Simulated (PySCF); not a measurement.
Trifluoroacetamide, C2H2F3NO.
Bonds: N1–C2, C2–O3 (double), C2–C4, C4–F5, C4–F6, C4–F7. Hydrogens: H8, H9 on N1.

The geometry is computed with GFN2-xTB (gas phase).

Question: What internal coordinates does the optimisation give?

Answer: 
| bond | length (Å) | order |
| --- | --- | --- |
| N1–C2 | 1.341 | single |
| C2=O3 | 1.199 | double |
| C2–C4 | 1.561 | single |
| C4–F5 | 1.324 | single |
| C4–F6, C4–F7 | 1.346 | single |
| N1–H8, N1–H9 | 1.007 | single |

Bonds in one row agree within 0.01 Å and their mean is given. Orders are formal, as drawn. A selection of angles:
| angle | degrees |
| --- | --- |
| C2–N1–H8 | 118.6 |
| C2–N1–H9 | 122.6 |
| H8–N1–H9 | 118.9 |
| N1–C2–O3 | 126.7 |
| N1–C2–C4 | 111.2 |
| O3–C2–C4 | 122.2 |
| C2–C4–F5 | 112.9 |
| C2–C4–F6 | 110.7 |
| F5–C4–F6 | 108.0 |
| F6–C4–F7 | 106.1 |

Torsions: N1–C2–C4–F5 -172° (antiperiplanar). The mirror-image conformer, all signs reversed, is as good.

The C–F distances run from 1.324 Å (C4–F5, drawn single) to 1.347 Å (C4–F7, drawn single), a spread of 0.023 Å. N1 (amide nitrogen) is planar (angles 122.6°, 118.9° and 118.6°, sum 360.0°, 0.01 Å off the plane of its three neighbours). Of the pairs four or more bonds apart, F7···H9 is among the closest relative to their van der Waals radii: 2.51 Å, 94 % of the sum of Bondi's values.

Point group: near Cs, missed by 0.24 Å at most; the miss may be what the optimiser left on a soft mode. GFN2-xTB frequencies: not computed here.
